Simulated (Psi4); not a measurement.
Two rigid molecules brought together: C3H10Si ··· H2S (SMILES C[SiH](C)C and S). Monomers: optimised at B3LYP-D3(BJ) (def2-SVP and def2-TZVP), held rigid. Orientation: lowest of the rigid-body minima from ten starts at GFN2-xTB. The monomers approach along the line of their centres of mass (distance R); nothing else relaxes.

Levels of theory: HF/aug-cc-pVDZ, counterpoise-corrected (Psi4); wB97X-D/def2-TZVP, counterpoise-corrected (Psi4).

Interaction energies in kJ/mol:

```
R / Å  HF/aug-cc-pVDZ
-----  --------------
3.84            21.39
4.08             9.76
4.25             5.19
4.45             2.09
4.63             0.56
4.98            -0.65
5.26            -0.88
5.78            -0.78
6.47            -0.51
7.48            -0.27
8.75            -0.14
```

### Question
Predict the corresponding wB97X-D/def2-TZVP column.

### Answer
3.84: -0.88; 4.08: -6.68; 4.25: -7.81; 4.45: -7.62; 4.63: -6.85; 4.98: -5.13; 5.26: -3.97; 5.78: -2.42; 6.47: -1.23; 7.48: -0.53; 8.75: -0.24 (kJ/mol).
